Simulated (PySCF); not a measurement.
## Calcium: a sound run and one with changed settings

Sound run: Ca²⁺ [Ar], Ca³⁺ [Ne] 3s2 3p5. All numbers are calculated (PySCF 2.14, the spin-free X2C one-electron Hamiltonian (Gaussian nucleus), in aug-cc-pVDZ-X2C). The sound run starts from symmetry-adapted Hartree-Fock orbitals and uses a fine grid where one is needed.

Changed run: radial step 0.8 in ln r (0.13 in the sound run). This setting is unsound on purpose.

| species | method | sound run (hartree) | changed run (hartree) | converged |
| --- | --- | --- | --- | --- |
| Ca²⁺ | UHF | -679.02303 | -679.02303 | yes |
| Ca²⁺ | PBE0 | -679.61382 | -679.57485 | yes |
| Ca²⁺ | LDA | -677.90429 | -677.75692 | yes |
| Ca³⁺ | UHF | -677.16402 | -677.16402 | yes |
| Ca³⁺ | PBE0 | -677.70751 | -677.68164 | yes |
| Ca³⁺ | LDA | -675.99236 | -675.87240 | yes |

Ionisation energy of Ca²⁺:

| method | sound run (eV) | changed run (eV) |
| --- | --- | --- |
| UHF | 50.586 | 50.586 |
| PBE0 | 51.874 | 51.517 |
| LDA | 52.026 | 51.281 |

A coarse radial grid mis-integrates the density and the exchange-correlation energy, with errors of either sign; Hartree-Fock needs no grid.

For comparison, NIST gives 50.913 eV between the lowest levels.
